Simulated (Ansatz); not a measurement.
Ansatz (an electronic-structure program) input (RI-MP2/cc-pV(Q+d)Z):
A basis named .json is the Basis Set Exchange file of that set.

Ansatz 0.2 input:
```yaml
crystal:
  periodic: [false, false, false]
  atoms:
    - {symbol: Al, position_ang: [1.04668160, 0.24044427, 0.15282659]}
    - {symbol: Cl, position_ang: [-0.52137777, 1.19312956, -1.25033127]}
    - {symbol: Cl, position_ang: [-0.27902580, -1.37699871, 1.13346388]}
basis:
  gaussian:
    orbitals: cc-pV_Q+d_Z.json
    fitting: {mean_field: def2-universal-jkfit, correlation: cc-pVQZ-RIFIT.json}
total_charge: -1
magnetization: {spin_polarized: false}
correlation: {method: mp2, electrons: outside_noble_gas}
```

End of the output:

```
integrals: 0.14 GiB planned
384 factors; integrals over basis functions are off by at most 1.5e0 eV
474 factors; integrals over basis functions are off by at most 7.5e-1 eV
mean field: 0.50 GiB planned
mean field evaluation 1: about -31596.0502 eV, gradient 9.6e0 eV
mean field evaluation 2: about -31596.3851 eV, gradient 4.1e0 eV
mean field evaluation 4: about -31596.4490 eV, gradient 3.8e-1 eV
mean field evaluation 8: about -31596.4507 eV, gradient 1.3e-6 eV
mean field -31596.45065905 eV, -1161.1481448767 hartree, gradient 1.3e-6 eV, S^2 0.000000; 0 other end points of the search recorded, 0 dependent functions left out; unrestricted orbitals would lower it
15 core orbitals not correlated
reference -31596.45065905 eV, -1161.1481448767 hartree; 9, 9 occupied and 168, 168 virtual orbitals, 474 factors
second order -13.57134355 eV of doubles, -0.00000000 eV of singles
Total energy: -31610.02200260 eV, -1161.6468825532 hartree
```
